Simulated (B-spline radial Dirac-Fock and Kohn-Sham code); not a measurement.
**Core and valence levels of Pt⁴¹⁺**

System: Pt⁴¹⁺ in the configuration [Kr] 4d1; nuclear rms radius 5.427 fm (A = 195).

The computed values come from a radial finite-basis atomic code: Dirac-Fock ΔSCF + Breit + QED. Correlation and solid-state effects are left out. Energies are counted from the vacuum level.

All terms are in eV, carry their sign (relaxation lowers the binding energy) and add up to the binding energy; ⟨r⟩ is the mean radius of the orbital in the initial state.

```
subshell  −ε (Koopmans)  relaxation    Breit      QED  binding energy  ⟨r⟩ (bohr)
       K        80816.1      -60.26  -275.18  -143.76         80336.9       0.017
      L1        15912.4      -24.53   -32.20   -21.58         15834.1       0.072
      L2        15303.6      -29.04   -52.27    -0.28         15222.0       0.059
      L3        13570.3      -25.62   -31.25    -2.26         13511.2       0.067
      M1         5199.9       -5.87    -6.57    -5.14          5182.4       0.184
      M2         4932.4       -6.65   -10.69    -0.18          4914.9       0.174
      M3         4534.8       -5.69    -6.13    -0.58          4522.4       0.189
      M4         4100.4       -7.54    -4.88     0.41          4088.4       0.165
      M5         4015.2       -7.11    -3.28     0.18          4005.0       0.169
      N1         2365.3       -0.79    -2.03    -1.60               ?       0.375
      N2         2240.4       -0.88    -3.23    -0.05          2236.3       0.372
      N3         2116.5       -0.75    -1.83    -0.18          2113.7       0.394
    N4,5         1927.1       -0.81    -1.03     0.08          1925.4       0.388
```

Q: Which binding energy belongs in the row of N1?

A: 2360.9 eV, the sum of the terms in that row (to rounding).

For the deepest level, K (1s), the Breit terms make up -0.343 % of the binding energy, QED -0.179 % and orbital relaxation -0.075 %.

Spin-orbit splittings: 2p 1710.8 eV, 3p 392.5 eV, 3d 83.38 eV, 4p 122.5 eV.

Going to the tabulated ground configuration of the next ion removes an electron from N4,5 (4d), computed at 1925.4 eV. NIST lists 1941 ± 4 eV as the ionisation energy of this species (theoretical), +15.62 eV from the computed value. Where a p, d or f shell is open in either ion the computed value averages over both j values and all terms, while the table refers to the lowest levels; that difference holds spin-orbit splitting (largest in heavy or highly charged ions), term energies where several electrons share open shells, and correlation, and it can reach 10 % or more.
